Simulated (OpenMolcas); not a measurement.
Computed levels of 4d7 in ions with 43 electrons, in cm-1 above 4F 9/2.

| Property | Result |
| --- | --- |
| Program | OpenMolcas |
| Method | SS-CASPT2, IPEA 0.25 Eh, imaginary shift 0.1 Eh |
| Basis | ANO-R2 |
| Scalar Hamiltonian | X2C, finite nucleus |
| Spin-orbit coupling | state interaction with AMFI integrals over the reference wave functions, term energies averaged over their components |

Active space for each ion: 7 electrons in 5 orbitals (4d); closed shells correlated by CASPT2: 4s 4p.

```csv
Level,Ru+,Rh2+,Ag4+
4F 7/2,1549,2090,3510
4F 5/2,2560,3420,5580
4F 3/2,3210,4270,6860
4P 5/2,9670,11590,15070
4P 3/2,9900,11770,14900
4P 1/2,10800,13080,17380
2G 9/2,11290,13410,17110
2G 7/2,12820,15490,20540
2H 11/2,15120,17840,22810
```

Estimate 4F 3/2, 4P 5/2, 4P 3/2 for Pd3+ from its neighbours Rh2+ and Ag4+.

4F 3/2 is fine structure, which grows about as the fourth power of a screened charge, so the fourth roots are averaged: ((4270^0.25 + 6860^0.25) / 2)^4 = 5450. The calculation gives 5540, so the estimate is off by -1.6 %.
4P 5/2 is another term, which grows about linearly with the charge: (11590 + 15070) / 2 = 13330. The calculation gives 13460, so the estimate is off by -1.0 %.
4P 3/2 is another term, which grows about linearly with the charge: (11770 + 14900) / 2 = 13335. The calculation gives 13470, so the estimate is off by -1.0 %.

Mixed levels, with the weight of the term that names them: Ag4+ 4P 3/2 (73 %).

Term energies are means over components that CASPT2 splits; among the terms shown or strongly mixed into the levels shown the widest spread is 770 cm-1 (4d7 2H, Ag4+). The CASPT2 spread within a term exceeds the gap to the next term for 4d7 2P and 4d7 2H, so the order of their levels is uncertain. Configurations with an s electron lie low at this charge and mix in, so terms can be misplaced (holds for Ru+). Some terms miss by over 15 % even with CASPT2, which points to a basis or an active space too small for the shells correlated (holds for Ru+). Levels of configurations with an s electron are missing; early in the row they begin among the upper levels of the d shell and mix with terms of their name (holds for Rh2+). Only configurations of the active space appear.
